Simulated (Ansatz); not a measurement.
H₉NOSi₃, SMILES `N[SiH]([SiH3])O[SiH3]` at its PBE0-D4/def2-TZVP geometry, where that method's forces vanish. Charge 0, multiplicity 1.

```xyz
14

N    -0.4481   -2.1011   -0.3226
Si    0.4933   -0.8628    0.3811
Si   -0.9084    0.3020    1.8575
O     1.1703    0.2025   -0.6764
Si    0.8622    1.4893   -1.6330
H    -1.3896   -1.9429   -0.6406
H    -0.0286   -2.8952   -0.7780
H     1.6392   -1.5288    1.0474
H    -0.3081    1.5978    2.2767
H    -1.1769   -0.5132    3.0731
H    -2.2138    0.5900    1.1962
H    -0.2375    2.3099   -1.0541
H     2.0900    2.3149   -1.7378
H     0.4560    1.0376   -2.9897
```

Task: What forces (eV/Å) does r2SCAN-D4/def2-TZVPP give on these atoms in Ansatz 0.2.0? (Estimate.)

Result: Computed: 
```
N1   0.005 -0.004  0.024
Si2  0.013 -0.007  0.077
Si3 -0.006  0.007  0.016
O4   0.054 -0.001 -0.018
Si5 -0.008  0.061 -0.041
H6  -0.018 -0.019 -0.023
H7  -0.017 -0.027 -0.025
H8  -0.017  0.004 -0.011
H9  -0.017 -0.020 -0.002
H10 -0.002  0.019 -0.017
H11  0.017 -0.004  0.015
H12  0.022 -0.011 -0.018
H13 -0.035 -0.014 -0.004
H14  0.008  0.016  0.026
```
